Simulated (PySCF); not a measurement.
# How methods differ on the ionisation energy of La⁺

La⁺ [Xe] 5d2 (3F) → La²⁺ [Xe] 5d1 (2D), as a difference of total energies. Computed with PySCF 2.14 in def2-SVP with the def2 core potential (46 electrons) (6s3p2d1f, 32 functions), with scalar relativity through the core potential. Correlated levels: valence: nothing frozen outside the core potential. The calculations carry no spin-orbit coupling.

```tsv
method	ionisation energy (eV)
UHF	10.439
BP86	11.361
M06-2X	10.993
MP2 (valence)	10.764
SCS-MP2 (valence)	10.713
```

Q: How much does correlation contribute at MP2 (valence)?

A: 10.764 − (10.439) = 0.325 eV, measured against UHF.

The reference lies between the lowest fine-structure levels, while these numbers refer to the centres of the terms.

Errors of the correlated levels include the incompleteness of this basis.

For comparison: 11.185 eV (measured; NIST Atomic Spectra Database, ionization energies).
